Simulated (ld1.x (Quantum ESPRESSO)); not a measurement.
**Ranking TM semilocal potentials for hydrogen**

All share these settings but for the change named:

ld1.x (Quantum ESPRESSO) 7.5 input, shortened:

```
&input
   title='H', zed=1., rel=0, dft='PZ', iswitch=3,
   config='1s1 2p-2'
 /
 &inputp
   pseudotype=1, tm=.true., lloc=0,
   nlcc=.false.
 /
2
2P  2  1  -2.00   0.05  0.80  0.80  0.0
1S  1  0   1.00   0.00  0.80  0.80  0.0
 &test
   configts(1)='1s1'
 /
```

Cutoff: the first of the cutoffs (Ry, on a coarse ladder) from which the occupation-weighted sum of valence levels, in a spherical-Bessel basis at the reference potential, stays within 10 and 1 mRy of its value at 400 Ry; the density cutoff is not measured.

The base gives 30 Ry.

Of 7 variants that were run, those that failed, showed a ghost or another fault, or gave nearly equal values are left out.

A variant can come out equal or close to the base.

(1) Rank these variants from softest to hardest (loose cutoff).
A. all radii scaled by about 1.30 (s 1.04, p 1.04 bohr)
B. all radii scaled by about 0.95 (s 0.76, p 0.76 bohr)
C. all radii scaled by about 0.85 (s 0.68, p 0.68 bohr)
D. all radii scaled by about 1.35 (s 1.08, p 1.08 bohr)

Results:

(1) D (21 Ry), A (25 Ry), B (30 Ry), C (35 Ry).
